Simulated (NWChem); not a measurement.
System: SiP2H6; SMILES P[SiH2]P

The following NWChem deck was run.

```
start job
memory heap 200 mb stack 900 mb global 1100 mb
geometry units angstroms noautoz
  Si     0.000000     0.000000    -0.815264
  P     -1.972665     0.000000     0.336488
  P      1.972665     0.000000     0.336488
  H      0.000000     1.218621    -1.700153
  H      0.000000    -1.218621    -1.700153
  H     -1.540310    -1.044143     1.232224
  H     -1.540310     1.044143     1.232224
  H      1.540310     1.044143     1.232224
  H      1.540310    -1.044143     1.232224
end
basis spherical
  Si library 6-31+g*
  P library 6-31+g*
  H library 6-31+g*
end
dft
  xc slater vwn_5
  iterations 150
end
tddft
  cis
  nroots 8
  notriplet
end
task tddft energy
```

Excerpt of the output:

```
             Northwest Computational Chemistry Package (NWChem) 7.3.0
             --------------------------------------------------------

 C2V symmetry detected

                             Geometry "geometry" -> ""
                             -------------------------

 Output coordinates in angstroms (scale by  1.889725989 to convert to a.u.)

  No.       Tag          Charge          X              Y              Z
 ---- ---------------- ---------- -------------- -------------- --------------
    1 Si                  14.0000     0.00000000     0.00000000    -0.81945468
    2 P                   15.0000    -1.97266500     0.00000000     0.33229732
    3 P                   15.0000     1.97266500     0.00000000     0.33229732
    4 H                    1.0000     0.00000000     1.21862100    -1.70434368
    5 H                    1.0000     0.00000000    -1.21862100    -1.70434368
    6 H                    1.0000    -1.54031000    -1.04414300     1.22803332
    7 H                    1.0000    -1.54031000     1.04414300     1.22803332
    8 H                    1.0000     1.54031000     1.04414300     1.22803332
    9 H                    1.0000     1.54031000    -1.04414300     1.22803332

 Effective nuclear repulsion energy (a.u.)     191.2645225835

      Symmetry information
      --------------------

 Group name             C2v
 Group number             16
 Group order               4
 No. of unique centers     4

                                 NWChem DFT Module
                                 -----------------

 Summary of "ao basis" -> "ao basis" (spherical)
 ------------------------------------------------------------------------------
       Tag                 Description            Shells   Functions and Types
 ---------------- ------------------------------  ------  ---------------------
 Si                         6-31+g*                 10       22   5s4p1d
 P                          6-31+g*                 10       22   5s4p1d
 H                          6-31+g*                  2        2   2s

      Symmetry analysis of basis
      --------------------------

        a1         31
        a2          9
        b1         23
        b2         15

            General Information
            -------------------
          SCF calculation type: DFT
          Wavefunction type:  closed shell.
          No. of atoms     :     9
          No. of electrons :    50
           Alpha electrons :    25
            Beta electrons :    25
          Charge           :     0
          Spin multiplicity:     1
          Use of symmetry is: off; symmetry adaption is: on
          Maximum number of iterations: 150
          AO basis - number of functions:    78
                     number of shells:    42
          Convergence on energy requested:  1.00D-06
          Convergence on density requested:  1.00D-05
          Convergence on gradient requested:  5.00D-04

              XC Information
              --------------
                        Slater Exchange Functional  1.000 local
                      VWN V Correlation Functional  1.000 local

             Grid Information
             ----------------
          Grid used for XC integration:  medium
          Radial quadrature: Mura-Knowles
          Angular quadrature: Lebedev.
          Tag              B.-S. Rad. Rad. Pts. Rad. Cut. Ang. Pts.
          ---              ---------- --------- --------- ---------
          Si                  1.10       88          12.0       590
          P                   1.00       88          15.0       590
          H                   0.35       45          12.0       434
          Grid pruning is: on
          Number of quadrature shells:   534
          Spatial weights used:  Erf1

      Superposition of Atomic Density Guess
      -------------------------------------

 Sum of atomic energies:        -973.06901698

      Non-variational initial energy
      ------------------------------

 Total energy =    -973.918856
 1-e energy   =   -1727.254746
 2-e energy   =     562.071367
 HOMO         =      -0.263640
 LUMO         =       0.020514

      Symmetry analysis of molecular orbitals - initial
      -------------------------------------------------

  Numbering of irreducible representations:

     1 a1          2 a2          3 b1          4 b2

  Orbital symmetries:

     1 b1          2 a1          3 a1          4 a1          5 b1
     6 a1          7 b2          8 a2          9 a1         10 b1
    11 a1         12 b1         13 b2         14 a1         15 b1
    16 a1         17 b1         18 a1         19 b2         20 a2
    21 b1         22 b2         23 a1         24 a1         25 b1
    26 a1         27 a1         28 b1         29 b2         30 a2
    31 a1         32 b2         33 a1         34 b1         35 b1

 !! scf_movecs_sym_adapt:   37 vectors were symmetry contaminated

  Symmetry fudging

 !! scf_movecs_sym_adapt:    2 vectors were symmetry contaminated

   convergence    iter        energy       DeltaE   RMS-Dens  Diis-err
 ---------------- ----- ----------------- --------- --------- ---------
 d= 0,ls=0.0,diis     1   -971.9718700233 -1.16D+03  1.43D-02  4.05D-01

 !! scf_movecs_sym_adapt:   32 vectors were symmetry contaminated

  Symmetry fudging

 !! scf_movecs_sym_adapt:    2 vectors were symmetry contaminated

 d= 0,ls=0.0,diis     2   -971.9826680971 -1.08D-02  1.10D-02  1.14D-01

 !! scf_movecs_sym_adapt:   19 vectors were symmetry contaminated

  Symmetry fudging
 d= 0,ls=0.0,diis     3   -971.9936186516 -1.10D-02  4.61D-03  6.18D-02

 !! scf_movecs_sym_adapt:    7 vectors were symmetry contaminated

  Symmetry fudging
 d= 0,ls=0.0,diis     4   -972.0058398026 -1.22D-02  1.05D-03  1.94D-03

 !! scf_movecs_sym_adapt:    2 vectors were symmetry contaminated

  Symmetry fudging
 d= 0,ls=0.0,diis     5   -972.0062546534 -4.15D-04  1.45D-04  2.36D-05

 !! scf_movecs_sym_adapt:    2 vectors were symmetry contaminated

  Symmetry fudging
  Resetting Diis
 d= 0,ls=0.0,diis     6   -972.0062601049 -5.45D-06  2.65D-05  1.10D-06
 d= 0,ls=0.0,diis     7   -972.0062603701 -2.65D-07  2.80D-06  5.60D-09

         Total DFT energy =     -972.006260370129
      One electron energy =    -1729.806300779361
           Coulomb energy =      632.307254235477
    Exchange-Corr. energy =      -65.771736409716
 Nuclear repulsion energy =      191.264522583471

 Numeric. integr. density =       49.999993672407

[...]

                                NWChem TDDFT Module
                                -------------------

            General Information
            -------------------
           No. of orbitals :     156
            Alpha orbitals :      78
             Beta orbitals :      78
        Alpha frozen cores :       0
         Beta frozen cores :       0
     Alpha frozen virtuals :       0
      Beta frozen virtuals :       0
         Spin multiplicity :       1
    Number of AO functions :      78
        Use of symmetry is : off
      Symmetry adaption is : on
         Schwarz screening :  0.10D-07

              XC Information
              --------------
                 Slater Exchange Functional   1.00 local
               VWN V Correlation Functional   1.00 local

             TDDFT Information
             -----------------
          Calculation type : Tamm-Dancoff TDDFT
         Wavefunction type : Restricted singlets
          No. of electrons :      50
           Alpha electrons :      25
            Beta electrons :      25
              No. of roots :       8
          Max subspacesize :    5600
            Max iterations :     100
               Target root :       1
           Target symmetry : none
      Symmetry restriction : off
                 Algorithm : Optimal
        Davidson threshold :  0.10D-03

    8 smallest eigenvalue differences (eV)
--------------------------------------------------------
  No. Spin  Occ  Vir  Irrep   E(Occ)    E(Vir)   E(Diff)
--------------------------------------------------------
    1    1   25   26 b1       -0.227    -0.054     4.713
    2    1   25   27 b1       -0.227    -0.036     5.188
    3    1   25   28 a1       -0.227    -0.024     5.535
    4    1   25   29 a2       -0.227    -0.020     5.634
    5    1   25   30 b2       -0.227    -0.013     5.830
    6    1   24   26 a1       -0.278    -0.054     6.110
    7    1   25   31 b1       -0.227    -0.001     6.157
    8    1   23   26 a1       -0.287    -0.054     6.353
--------------------------------------------------------

  Entering Davidson iterations
  Restricted singlet excited states

  Iter   NTrls   NConv    DeltaV     DeltaE      Time
  ----  ------  ------  ---------  ---------  ---------
    1      8       0     0.12E+00   0.10+100        4.8
    2     16       0     0.69E-01   0.24E-01        5.0
    3     24       0     0.38E-01   0.37E-02        5.0
    4     32       3     0.27E-01   0.44E-02        5.0
    5     37       6     0.25E-01   0.47E-02        4.5
    6     39       7     0.69E-02   0.10E-02        3.6
    7     40       7     0.74E-03   0.11E-03        3.2
    8     41       8     0.92E-04   0.80E-06        3.3
  ----  ------  ------  ---------  ---------  ---------
  Convergence criterion met

  Ground state a1       -972.006260370129 a.u.

  ----------------------------------------------------------------------------
  Root   1 singlet b1             0.189839420 a.u.                5.1658 eV
  ----------------------------------------------------------------------------
     Transition Moments    X  0.09887   Y -0.00000   Z  0.00000
     Dipole Oscillator Strength                    0.0012370607
     Electric Quadrupole                           0.0000002316
     Magnetic Dipole                               0.0000028432
     Total Oscillator Strength                     0.0012401354

     Occ.   24  a1  ---  Virt.   33  b1       0.06327
     Occ.   25  b1  ---  Virt.   26  a1      -0.67995
     Occ.   25  b1  ---  Virt.   27  a1       0.72307
  ----------------------------------------------------------------------------
  Root   2 singlet a1             0.207276623 a.u.                5.6403 eV
  ----------------------------------------------------------------------------
     Transition Moments    X  0.00000   Y  0.00000   Z -0.03666
     Dipole Oscillator Strength                    0.0001856709
     Electric Quadrupole                           0.0000003939
     Magnetic Dipole                               0.0000000000
     Total Oscillator Strength                     0.0001860648

     Occ.   25  b1  ---  Virt.   28  b1       0.99663
  ----------------------------------------------------------------------------
  Root   3 singlet b1             0.209936860 a.u.                5.7127 eV
  ----------------------------------------------------------------------------
     Transition Moments    X -2.10323   Y -0.00000   Z -0.00000
     Dipole Oscillator Strength                    0.6191132414
     Electric Quadrupole                           0.0000004113
     Magnetic Dipole                               0.0000001327
     Total Oscillator Strength                     0.6191137854

     Occ.   21  b1  ---  Virt.   26  a1       0.16246
     Occ.   23  a1  ---  Virt.   28  b1       0.13564
     Occ.   23  a1  ---  Virt.   33  b1       0.08362
     Occ.   23  a1  ---  Virt.   36  b1       0.05313
     Occ.   24  a1  ---  Virt.   28  b1       0.05918
     Occ.   25  b1  ---  Virt.   26  a1       0.65550
     Occ.   25  b1  ---  Virt.   27  a1       0.65408
     Occ.   25  b1  ---  Virt.   31  a1      -0.18193
     Occ.   25  b1  ---  Virt.   35  a1      -0.06501
     Occ.   25  b1  ---  Virt.   39  a1       0.14988
     Occ.   25  b1  ---  Virt.   41  a1       0.10008
  ----------------------------------------------------------------------------
  Root   4 singlet a2             0.213629311 a.u.                5.8132 eV
  ----------------------------------------------------------------------------
     Transition Moments    X -0.00000   Y -0.00000   Z  0.00000
     Dipole Oscillator Strength                    0.0000000000
     Electric Quadrupole                           0.0000001063
     Magnetic Dipole                               0.0000004727
     Total Oscillator Strength                     0.0000005789

     Occ.   24  a1  ---  Virt.   30  a2       0.14522
     Occ.   25  b1  ---  Virt.   29  b2       0.97687
     Occ.   25  b1  ---  Virt.   32  b2       0.14071
  ----------------------------------------------------------------------------
  Root   5 singlet b2             0.222665326 a.u.                6.0590 eV
  ----------------------------------------------------------------------------
     Transition Moments    X -0.00000   Y -0.39238   Z -0.00000
     Dipole Oscillator Strength                    0.0228546901
     Electric Quadrupole                           0.0000000078
     Magnetic Dipole                               0.0000000066
     Total Oscillator Strength                     0.0228547046

     Occ.   21  b1  ---  Virt.   30  a2       0.05754
     Occ.   24  a1  ---  Virt.   29  b2      -0.23892
     Occ.   24  a1  ---  Virt.   32  b2       0.06850
     Occ.   25  b1  ---  Virt.   30  a2      -0.96357
  ----------------------------------------------------------------------------
  Root   6 singlet b1             0.228188135 a.u.                6.2093 eV
  ----------------------------------------------------------------------------
     Transition Moments    X -0.53305   Y  0.00000   Z -0.00000
     Dipole Oscillator Strength                    0.0432248707
     Electric Quadrupole                           0.0000000008
     Magnetic Dipole                               0.0000000000
     Total Oscillator Strength                     0.0432248715

     Occ.   21  b1  ---  Virt.   26  a1       0.06800
     Occ.   23  a1  ---  Virt.   28  b1       0.05490
     Occ.   25  b1  ---  Virt.   26  a1       0.13026
     Occ.   25  b1  ---  Virt.   27  a1       0.07943
     Occ.   25  b1  ---  Virt.   31  a1       0.97936
     Occ.   25  b1  ---  Virt.   39  a1       0.06480
  ----------------------------------------------------------------------------
  Root   7 singlet a1             0.233594328 a.u.                6.3564 eV
  ----------------------------------------------------------------------------
     Transition Moments    X  0.00000   Y -0.00000   Z  0.23300
     Dipole Oscillator Strength                    0.0084544293
     Electric Quadrupole                           0.0000000088
     Magnetic Dipole                               0.0000000000
     Total Oscillator Strength                     0.0084544380

     Occ.   23  a1  ---  Virt.   26  a1      -0.21689
     Occ.   24  a1  ---  Virt.   26  a1      -0.85609
     Occ.   24  a1  ---  Virt.   27  a1       0.14929
     Occ.   24  a1  ---  Virt.   31  a1       0.05622
     Occ.   25  b1  ---  Virt.   33  b1       0.43192
  ----------------------------------------------------------------------------
  Root   8 singlet a1             0.241783406 a.u.                6.5793 eV
  ----------------------------------------------------------------------------
     Transition Moments    X -0.00000   Y  0.00000   Z  0.40082
     Dipole Oscillator Strength                    0.0258960048
     Electric Quadrupole                           0.0000000448
     Magnetic Dipole                               0.0000000000
     Total Oscillator Strength                     0.0258960497

     Occ.   23  a1  ---  Virt.   26  a1       0.74707
     Occ.   23  a1  ---  Virt.   27  a1      -0.13823
     Occ.   24  a1  ---  Virt.   27  a1       0.61324
     Occ.   25  b1  ---  Virt.   33  b1       0.20008

              Target root =      1
          Target symmetry = none
      Ground state energy =   -972.006260370129
        Excitation energy =      0.189839420247
     Excited state energy =   -971.816420949882

  stored tddft:energy   -971.81642094988160
```

Level: LDA (Slater exchange, VWN5)/6-31+G* (spherical d), TDA. Coordinates come from a PBE-D3(BJ)/def2-SVP optimisation.
